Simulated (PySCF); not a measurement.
Species: C5H7Cl3Si.
Numbering: `[Cl:1][C:2]([Cl:3])([Cl:4])[C@H:5]1[CH:6]=[CH:7][CH2:8][SiH2:9]1` (hydrogens: H10 on C5; H11 on C6; H12 on C7; H13, H14 on C8; H15, H16 on Si9)

Geometry (PBE0-D3(BJ)/def2-SVP, Å), atoms numbered from 1 in this order:
```
atom  x, y, z in Å
Cl1   -1.403   -1.791   -0.997
C2    -1.818   -0.576    0.243
Cl3   -2.915   -1.341    1.433
Cl4   -2.693    0.772   -0.532
C5    -0.562   -0.048    0.916
C6     0.241   -1.111    1.621
C7     1.492   -1.364    1.211
C8     2.077   -0.595    0.059
Si9    0.739    0.702   -0.292
H10   -0.913    0.718    1.629
H11   -0.219   -1.664    2.445
H12    2.091   -2.135    1.708
H13    2.262   -1.257   -0.805
H14    3.050   -0.147    0.319
H15    1.130    2.063    0.183
H16    0.294    0.784   -1.710
```

Linear response at CAM-B3LYP/def2-SVPD (PySCF, frozen core in the response, non-relativistic).

Static isotropic polarisability: 121.61 au (18.02 Å³), principal values 103.7, 122.2, 138.9 au.

(1) What is the polarisability at 1064 nm and at the sodium D line?

(2) What is the isotropic C6 coefficient between two such molecules, C6 = (3/π)∫α(iω)² dω?

(3) Which effective excitation energy ω̄ makes London's formula C6 = (3/4)α²ω̄ exact here?

(4) What molar refraction at the D line follows from R = (4π/3)·N_A·α′, with α′ the polarisability volume?

(5) The lowest 10 singlets have (eV, f): 6.43, 0.021; 6.50, 0.044; 6.68, 0.009; 6.89, 0.040; 6.93, 0.071; 7.06, 0.001; 7.16, 0.008; 7.20, 0.003; 7.25, 0.004; 7.31, 0.010. What share of the static polarisability do they carry in the sum over states α = Σ f/ω²?

(6) How many electrons N does the Slater–Kirkwood formula C6 = (3/4)·√N·α^(3/2) need to give this C6?

Answers

(1) 122.65 au at 1064 nm (+0.9 %), 125.11 au at 589.3 nm (+2.9 %). The rise at 589.3 nm is 3.36 times that at 1064 nm; a pure ω² law gives 3.26. The lowest singlet lies at 193 nm, shorter than both wavelengths.

(2) 5877 au (Eh·bohr⁶) by a ten-point quadrature over imaginary frequencies, which is 3510 eV·Å⁶ or 339 J·nm⁶/mol.

(3) ω̄ = 4·C6/(3α²) = 0.530 Eh = 14.4 eV. A one-pole form α(ω) = α/(1 − ω²/ω̄²) fitted to the 1064 nm value gives 12.6 eV. London's choice of the ionisation energy (9.59 eV, ΔSCF at the same level) gives C6 = 3910 au, 33 % too low.

(4) α′ = 18.54 Å³ gives R = 46.77 cm³/mol, for isolated, non-vibrating species.

(5) 3.38 au, 2.8 % of α; the largest term, 1.10 au, is that of the state at 6.93 eV. Their oscillator strengths add up to 0.21. Higher states carry the rest.

(6) N = (4·C6/3)²/α³ = 34.1; the species has 102 electrons in all.

Hardware: one thread, Arm Neoverse V1 (aarch64), no GPU, shared host with 32 logical CPUs at a one-minute load of 16. Cost: 7.9 min wall, 1.5 GiB resident at most. This is the whole response run at CAM-B3LYP/def2-SVPD, SCF included.
